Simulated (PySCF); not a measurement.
Dissociation curve of OH (anion, charge -1), singlet.

Level of theory: PySCF with CCSD(T) on UHF/aug-cc-pVDZ, 1 core orbital frozen.

**Question.** Relative to R = 0.97 Å, what are the energies at R = 0.77, 2.87, 3.40, 3.85 Å?

**Answer.** 1.690 eV at 0.77 Å, 4.664 eV at 2.87 Å, 4.724 eV at 3.40 Å, 4.744 eV at 3.85 Å.

The unrestricted determinant behind UCCSD(T) is spin-contaminated at 1.31 to 3.85 Å (<S²> up to 1.0, against 0.00 for a pure singlet). Where the anion isn't bound against loss of the electron, the finite basis alone holds it.
